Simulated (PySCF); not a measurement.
Frontier levels across methods

Species: C4H10Si.
Cartesian coordinates in Å at the PBE0-D3(BJ)/def2-SVP level; atoms count from 1:
```
atom  x, y, z in Å
C1     2.181    0.568    0.374
Si2    0.401    0.630   -0.215
C3    -1.028    0.230    0.968
C4    -1.656   -0.564   -0.208
C5    -0.397   -0.866   -1.064
H6     2.405    1.426    1.028
H7     2.375   -0.355    0.942
H8     2.881    0.601   -0.476
H9     0.164    1.903   -0.972
H10   -0.691   -0.449    1.770
H11   -1.652    1.014    1.420
H12   -2.340    0.091   -0.773
H13   -2.241   -1.452    0.088
H14   -0.543   -0.921   -2.152
H15    0.088   -1.800   -0.734
```

Basis pcSseg-1 throughout (PySCF), one geometry. The structure is a single PBE0-D3(BJ)/def2-SVP conformer in the gas phase; no vibrational or solvent corrections.

How do the orbital energies, the gap and the dipole change with the method?

| method | kind | HOMO (eV) | LUMO (eV) | gap (eV) | μ (D) | SCF cycles |
| --- | --- | --- | --- | --- | --- | --- |
| BLYP | GGA | -6.26 | 0.50 | 6.77 | 0.65 | 13 |
| OPBE | GGA | -6.37 | 0.58 | 6.95 | 0.65 | 14 |
| B97-D | GGA | -6.37 | 0.52 | 6.90 | 0.65 | 14 |
| PBE | GGA | -6.39 | 0.38 | 6.76 | 0.66 | 13 |
| KT2 | GGA | -6.46 | 0.21 | 6.67 | 0.63 | 14 |
| LDA | LDA | -6.47 | 0.17 | 6.64 | 0.67 | 13 |
| BP86 | GGA | -6.49 | 0.33 | 6.82 | 0.66 | 13 |
| KT3 | GGA | -6.50 | 0.32 | 6.82 | 0.63 | 14 |
| B97-2 | global hybrid | -7.39 | 1.25 | 8.64 | 0.66 | 12 |
| B3LYP | global hybrid | -7.42 | 1.02 | 8.44 | 0.65 | 12 |
| PBE0 | global hybrid | -7.63 | 1.24 | 8.87 | 0.66 | 12 |
| mPW1PW91 | global hybrid | -7.66 | 1.26 | 8.92 | 0.65 | 12 |
| BHandHLYP | global hybrid | -8.79 | 2.11 | 10.90 | 0.66 | 12 |
| CAM-B3LYP | range-separated hybrid | -8.98 | 2.25 | 11.23 | 0.66 | 12 |
| wB97X-D | range-separated hybrid | -9.49 | 3.00 | 12.49 | 0.66 | 12 |
| LC-wPBE | range-separated hybrid | -10.33 | 3.45 | 13.78 | 0.67 | 12 |
| HF | Hartree–Fock | -10.59 | 4.30 | 14.88 | 0.68 | 9 |

The HOMO spans 4.32 eV, from BLYP down to HF, and the gap runs from 6.64 eV (LDA) to 14.88 eV (HF). Over the methods BLYP (0 %), OPBE (0 %), B97-D (0 %), PBE (0 %), KT2 (0 %), LDA (0 %), BP86 (0 %), KT3 (0 %), B97-2 (21 %), B3LYP (20 %), PBE0 (25 %), mPW1PW91 (25 %), BHandHLYP (50 %), HF (100 %), a straight line through the gap against the share of exact exchange rises by 0.81 eV for each 10 % (correlation coefficient 0.999). The dipole ranges from 0.63 D (KT2) to 0.68 D (HF). This basis has no diffuse functions.
